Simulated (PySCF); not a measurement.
C6H6O2S.
SMILES with atom numbers: `[CH3:1][O:2][C:3](=[O:4])[c:5]1[cH:6][cH:7][cH:8][s:9]1` (hydrogens: H10, H11, H12 on C1; H13 on C6; H14 on C7; H15 on C8)

The same species was optimised twice, with GFN2-xTB and with PBE0-D3(BJ)/def2-SVP (PySCF), and the same property calculations (PySCF, gas phase) were run on both structures.

```csv
coordinate,GFN2-xTB,PBE0-D3(BJ)/def2-SVP,change
C7–C8 (Å),1.363,1.375,+0.012
C6–C7 (Å),1.405,1.416,+0.011
C3–C5 (Å),1.458,1.468,+0.010
C5–C6 (Å),1.371,1.377,+0.006
O2–C3 (Å),1.344,1.339,-0.005
C5–S9 (Å),1.730,1.726,-0.004
C1–O2 (Å),1.419,1.415,-0.004
C8–S9 (Å),1.713,1.711,-0.002
C3=O4 (Å),1.207,1.205,-0.002
C3–C5–S9 (°),121.4,122.9,+1.5
C1–O2–C3 (°),117.4,115.9,-1.5
C3–C5–C6 (°),127.0,125.5,-1.5
C5–S9–C8 (°),90.7,91.5,+0.8
O2–C3–O4 (°),124.5,123.8,-0.7
O2–C3–C5 (°),111.1,111.7,+0.6
C7–C8–S9 (°),112.7,112.3,-0.4
C6–C7–C8 (°),112.4,112.2,-0.2
C1–O2–C3–O4 (°),-1,0,+1
O2–C3–C5–C6 (°),180,-179,+1
```

Rotational constants: A = 3321, B = 987.1, C = 764.6 MHz (GFN2-xTB) against A = 3356, B = 972.3, C = 757.5 MHz (PBE0-D3(BJ)/def2-SVP). Atoms that the bonding makes alike are paired by their places after alignment.

On the GFN2-xTB structure: HOMO (eV) -7.27 [PBE0/pcSseg-1]; LUMO (eV) -1.56 [PBE0/pcSseg-1]; dipole (D) 1.75 [PBE0/pcSseg-1]; GIAO shielding of C1 (ppm) 136.1 [PBE0/pcSseg-1]; GIAO shielding of O2 (ppm) 159.7 [PBE0/pcSseg-1]; GIAO shielding of C3 (ppm) 20.1 [PBE0/pcSseg-1]; GIAO shielding of O4 (ppm) -56.1 [PBE0/pcSseg-1]; GIAO shielding of C5 (ppm) 44.4 [PBE0/pcSseg-1]; GIAO shielding of C6 (ppm) 46.6 [PBE0/pcSseg-1]; GIAO shielding of C7 (ppm) 55.0 [PBE0/pcSseg-1]; GIAO shielding of C8 (ppm) 45.0 [PBE0/pcSseg-1].

Problem. What do these properties become on the PBE0-D3(BJ)/def2-SVP structure?

Solution. 
| property | level | on GFN2-xTB | on PBE0-D3(BJ)/def2-SVP | change |
| --- | --- | --- | --- | --- |
| HOMO (eV) | PBE0/pcSseg-1 | -7.27 | -7.26 | +0.01 |
| LUMO (eV) | PBE0/pcSseg-1 | -1.56 | -1.54 | +0.02 |
| dipole (D) | PBE0/pcSseg-1 | 1.75 | 1.71 | -0.04 |
| energy, GFN2-xTB geometry as zero (kcal/mol) | PBE0/pcSseg-1 | 0.0 | -0.8 | -0.8 |
| GIAO shielding of C1 (ppm) | PBE0/pcSseg-1 | 136.1 | 132.5 | -3.6 |
| GIAO shielding of O2 (ppm) | PBE0/pcSseg-1 | 159.7 | 156.1 | -3.6 |
| GIAO shielding of C3 (ppm) | PBE0/pcSseg-1 | 20.1 | 19.3 | -0.8 |
| GIAO shielding of O4 (ppm) | PBE0/pcSseg-1 | -56.1 | -68.6 | -12.5 |
| GIAO shielding of C5 (ppm) | PBE0/pcSseg-1 | 44.4 | 44.5 | +0.1 |
| GIAO shielding of C6 (ppm) | PBE0/pcSseg-1 | 46.6 | 44.2 | -2.4 |
| GIAO shielding of C7 (ppm) | PBE0/pcSseg-1 | 55.0 | 52.3 | -2.7 |
| GIAO shielding of C8 (ppm) | PBE0/pcSseg-1 | 45.0 | 44.1 | -0.9 |

The heavy atoms differ by 0.029 Å rms after alignment. Among the bonds compared C6–C7 and C7–C8 change most and about equally (+0.011 to +0.012 Å). Changes are differences of the printed values. Neither structure is proved a minimum here.

Shape of the structure used: `[CH3:1][O:2][C:3](=[O:4])[c:5]1[cH:6][cH:7][cH:8][s:9]1`: C1–O2–C3–O4 0°, O2–C3–C5–C6 -179°.
